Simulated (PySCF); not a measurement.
Simulated Si 2p region for Si5H10 (cyclo-(SiH2)5), binding energy against the vacuum level.

Every computed line was given a Gaussian of 1.0 eV full width at half maximum and an area set by the number of equivalent atoms (split 2:1 within a doublet); the highest printed point is 100. Computed with delta-SCF UKS SCAN, pcX-2 on the ionised atom, pcseg-1 elsewhere, spin-free X2C (PySCF).

```
binding energy (eV)  intensity
              104.6          0
              104.7          0
              104.8          1
              104.9          2
              105.0          3
              105.1          6
              105.2         10
              105.3         16
              105.4         23
              105.5         33
              105.6         45
              105.7         58
              105.8         71
              105.9         83
              106.0         92
              106.1         98
              106.2        100
              106.3         99
              106.4         94
              106.5         87
              106.6         79
              106.7         70
              106.8         60
              106.9         50
              107.0         40
              107.1         31
              107.2         23
              107.3         17
              107.4         11
              107.5          7
              107.6          5
              107.7          3
              107.8          1
              107.9          1
              108.0          0
              108.1          0
              108.2          0
```

Task: How many maxima does the curve show, and how many computed lines lie under it?

Result: The curve has 1 maximum (at 106.2 eV). Under it lie 2 lines from 1 inequivalent silicon site, drawn as a 2p3/2, 2p1/2 pair. At this width some lines have no maximum of their own.

Task: Decompose the envelope and assign each component. Bonds: Si1–Si4, Si1–Si13, Si4–Si7, Si7–Si10, Si10–Si13. Hydrogens: H2, H3 on Si1; H5, H6 on Si4; H8, H9 on Si7; H11, H12 on Si10; H14, H15 on Si13.

Result: 
```
position (eV)  relative area      line     atoms                     environment
       106.08           3.33  Si 2p3/2  Si1 (×5)  silicon bonded to 2 Si and 2 H
       106.70           1.67  Si 2p1/2  Si1 (×5)  silicon bonded to 2 Si and 2 H
```

The curve has no shake-up lines and no vibrational structure. The first atom of each set that the bonding makes equivalent was ionised and stands for the set. The 2p values add to the ΔSCF energy of one spin-free hole a correction within the shell (spin–orbit coupling, ligand field). 2p1/2 minus 2p3/2 (ligand field included): Si 0.62 eV. Geometry: PBE0-D3(BJ)/def2-SVP, one conformer, isolated molecule.

On an Intel Xeon at 2.50 GHz with one thread, no GPU, shared host, this took 32 s of wall time and 0.50 GiB of memory at its peak.
